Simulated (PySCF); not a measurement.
SMILES c1cccc(c1)/C=C\O[SiH3] (C8H10OSi), GFN2-xTB optimised geometry.

```
20

Si     0.92    -3.45     0.08
O      0.22    -1.98     0.01
C     -1.06    -1.57     0.01
C     -1.46    -0.29     0.00
C     -0.66     0.92     0.00
C     -1.31     2.15     0.00
C     -0.61     3.34     0.00
C      0.78     3.32     0.00
C      1.44     2.11     0.00
C      0.74     0.92     0.00
H      0.47    -4.28    -1.04
H      0.58    -4.12     1.33
H      2.31    -3.04    -0.02
H     -1.80    -2.36     0.01
H     -2.53    -0.14     0.00
H     -2.40     2.17     0.00
H     -1.14     4.28     0.00
H      1.33     4.25     0.00
H      2.53     2.09     0.00
H      1.27    -0.02     0.00
```

Density from B3LYP/def2-SVP (PySCF 2.14.0) at that geometry.

Minimum of the electron density along straight lines between bonded atoms, close to the bond critical point (lines longer than 1.1 times the sum of covalent radii, or with two minima, are not listed):

```json
[
 {"bond": "Si1–O2", "length / Å": "1.627", "ρ at the minimum / e bohr⁻³": "0.125", "∇²ρ there / e bohr⁻⁵": "1.07", "position (fraction from the first atom)": "0.41"},
 {"bond": "O2–C3", "length / Å": "1.344", "ρ at the minimum / e bohr⁻³": "0.284", "∇²ρ there / e bohr⁻⁵": "(withheld)", "position (fraction from the first atom)": "0.67"},
 {"bond": "C3–C4", "length / Å": "1.337", "ρ at the minimum / e bohr⁻³": "0.341", "∇²ρ there / e bohr⁻⁵": "-0.92", "position (fraction from the first atom)": "0.52"},
 {"bond": "C4–C5", "length / Å": "1.453", "ρ at the minimum / e bohr⁻³": "0.277", "∇²ρ there / e bohr⁻⁵": "(withheld)", "position (fraction from the first atom)": "0.50"},
 {"bond": "C5–C6", "length / Å": "1.398", "ρ at the minimum / e bohr⁻³": "0.308", "∇²ρ there / e bohr⁻⁵": "-0.78", "position (fraction from the first atom)": "0.50"},
 {"bond": "C6–C7", "length / Å": "1.381", "ρ at the minimum / e bohr⁻³": "0.316", "∇²ρ there / e bohr⁻⁵": "-0.82", "position (fraction from the first atom)": "0.50"},
 {"bond": "C7–C8", "length / Å": "1.385", "ρ at the minimum / e bohr⁻³": "0.314", "∇²ρ there / e bohr⁻⁵": "-0.81", "position (fraction from the first atom)": "0.50"},
 {"bond": "C8–C9", "length / Å": "1.385", "ρ at the minimum / e bohr⁻³": "0.314", "∇²ρ there / e bohr⁻⁵": "-0.82", "position (fraction from the first atom)": "0.50"},
 {"bond": "C5–C10", "length / Å": "1.396", "ρ at the minimum / e bohr⁻³": "0.308", "∇²ρ there / e bohr⁻⁵": "-0.78", "position (fraction from the first atom)": "0.50"},
 {"bond": "C9–C10", "length / Å": "1.382", "ρ at the minimum / e bohr⁻³": "0.316", "∇²ρ there / e bohr⁻⁵": "-0.82", "position (fraction from the first atom)": "0.50"},
 {"bond": "Si1–H11", "length / Å": "1.465", "ρ at the minimum / e bohr⁻³": "0.119", "∇²ρ there / e bohr⁻⁵": "0.32", "position (fraction from the first atom)": "0.49"},
 {"bond": "Si1–H12", "length / Å": "1.464", "ρ at the minimum / e bohr⁻³": "0.119", "∇²ρ there / e bohr⁻⁵": "0.33", "position (fraction from the first atom)": "0.49"},
 {"bond": "Si1–H13", "length / Å": "1.453", "ρ at the minimum / e bohr⁻³": "0.121", "∇²ρ there / e bohr⁻⁵": "0.35", "position (fraction from the first atom)": "0.49"},
 {"bond": "C3–H14", "length / Å": "1.085", "ρ at the minimum / e bohr⁻³": "0.286", "∇²ρ there / e bohr⁻⁵": "-1.10", "position (fraction from the first atom)": "0.64"},
 {"bond": "C4–H15", "length / Å": "1.082", "ρ at the minimum / e bohr⁻³": "0.282", "∇²ρ there / e bohr⁻⁵": "-1.05", "position (fraction from the first atom)": "0.63"},
 {"bond": "C6–H16", "length / Å": "1.081", "ρ at the minimum / e bohr⁻³": "0.283", "∇²ρ there / e bohr⁻⁵": "-1.07", "position (fraction from the first atom)": "0.63"},
 {"bond": "C7–H17", "length / Å": "1.081", "ρ at the minimum / e bohr⁻³": "0.283", "∇²ρ there / e bohr⁻⁵": "-1.07", "position (fraction from the first atom)": "0.63"},
 {"bond": "C8–H18", "length / Å": "1.080", "ρ at the minimum / e bohr⁻³": "0.283", "∇²ρ there / e bohr⁻⁵": "-1.07", "position (fraction from the first atom)": "0.63"},
 {"bond": "C9–H19", "length / Å": "1.081", "ρ at the minimum / e bohr⁻³": "0.284", "∇²ρ there / e bohr⁻⁵": "-1.07", "position (fraction from the first atom)": "0.63"},
 {"bond": "C10–H20", "length / Å": "1.077", "ρ at the minimum / e bohr⁻³": "0.289", "∇²ρ there / e bohr⁻⁵": "-1.13", "position (fraction from the first atom)": "0.64"}
]
```

Fill in the missing entries.


- O2–C3, ∇²ρ there / e bohr⁻⁵: -0.05
- C4–C5, ∇²ρ there / e bohr⁻⁵: -0.68
